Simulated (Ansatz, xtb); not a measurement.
**Isomers of F2GeOS in order of energy**

4 gas-phase structures of F2GeOS, found in a search over its isomers (lower ones may exist). Each was relaxed with GFN2-xTB; where two conformers were screened, the lower at r2SCAN-D4/def2-SVP is listed:

A. a singlet given by its coordinates
B. `FS[O][Ge][F]`, a singlet
C. `[O]=[Ge]([F])[S]F`, a singlet
D. a singlet given by its coordinates

A (Å):

```xyz
5

F    -3.1999    1.5543   -2.1285
F    -0.6969    1.9617   -0.8162
Ge   -0.1269    1.5757   -2.4918
O    -1.3891    2.7929   -3.4568
S    -2.2965    1.5355   -3.5205
```

Close contacts (Å): F1–S5 1.66, F2–Ge3 1.81, Ge3–O4 2.00, Ge3–S5 2.40, O4–S5 1.55.

D (Å):

```csv
atom,x (Å),y (Å),z (Å)
F,1.7582,0.3501,1.0296
F,-0.0398,-1.4712,-0.4094
Ge,1.1984,0.3700,-0.7017
O,-1.8675,0.4009,-1.1562
S,-1.0657,0.0830,0.0124
```

Close contacts (Å): F1–Ge3 1.82, F2–Ge3 2.24, F2–S5 1.91, Ge3–S5 2.39, O4–S5 1.45.

Problem. Which do you expect lowest at r2SCAN-D4/def2-SVP, and how would the others follow?

Solution. Calculated order at r2SCAN-D4/def2-SVP: A (0.0), B (3.2), D (13.3), C (15.7) kcal/mol.

Energies above the lowest of each column, in kcal/mol; the last columns are at PBE0-D3(BJ)/def2-SVP geometries and were run for some of them only (a dash: not run or not comparable):

```
structure  GFN2-xTB  HF/STO-3G  r2SCAN-D4/def2-SVP  PBE0-D3(BJ)/def2-SVP  CCSD(T)/def2-SVP + ΔMP2/def2-TZVPP
        A       0.3       21.8                 0.0                   0.0                                 0.0
        B       0.0        0.0                 3.2                   1.8                                 5.2
        D      10.2       92.7                13.3                     –                                   –
        C      35.1        6.9                15.7                     –                                   –
```

CCSD(T)/def2-SVP + ΔMP2/def2-TZVPP puts A lowest of those it was run on; GFN2-xTB picks B, HF/STO-3G picks B. Some further structures that were screened fall inside this span and aren't listed. Flexible structures stand in one conformer each, not always the lowest. Frequencies (PBE0-D3(BJ)/def2-SVP) were run for A, B alone. The ΔMP2 step shifts differences by up to 6.6 kcal/mol, which makes them less sure. ΔMP2 is the change of the MP2 energy from the smaller to the larger basis.

Over these structures GFN2-xTB departs from r2SCAN-D4/def2-SVP by 8.0 kcal/mol on average once a common shift is removed. A GFN2-xTB relaxation took about 0.14 s and the r2SCAN-D4/def2-SVP energy about 3.2 s on a shared host (Ansatz 0.2.0, xtb 6.7.1).
